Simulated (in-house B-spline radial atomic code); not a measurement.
The numbers below are computed, except where a source is named.
**Weak and strong correlation along the adiabatic connection**

Two-electron singlets in several external potentials (atomic units), by full CI in B-splines with partial waves to l = 8 (correlation energies up to 0.6 % small). The repulsion is scaled by λ at fixed density; W(λ) is the mean repulsion less the Hartree energy, W(0) = E_x, and the area under W from 0 to 1 is E_xc.

One system gave this curve:

```csv
λ,W (hartree)
0,-1.2629
0.02,-1.265
0.05,-1.2681
0.12,-1.2752
0.25,-1.2878
0.4,-1.3016
0.6,-1.3188
0.8,-1.3348
1,-1.3497
1.4,-1.3763
2,-1.4101
3,-1.454
4.5,-1.5008
7,-1.551
10,-1.5884
```

Question: Which system is it?
A. −Z/r, Z = 0.705, wall at 1.47 bohr
B. −Z exp(−kr)/r, Z = 8.32, k = 1.01
C. ω²r²/2 − Z/r, ω = 0.181, Z = 1
D. −Z exp(−kr)/r, Z = 3.94, k = 1.06

Answer: A. The exchange energy sets the size: −Z/r, Z = 0.705, wall at 1.47 bohr: E_x = -1.26, E_c = -0.0461; −Z exp(−kr)/r, Z = 8.32, k = 1.01: E_x = -4.91, E_c = -0.0454; −Z exp(−kr)/r, Z = 3.94, k = 1.06: E_x = -2.09, E_c = -0.0447; ω²r²/2 − Z/r, ω = 0.181, Z = 1: E_x = -0.526, E_c = -0.0364 hartree.
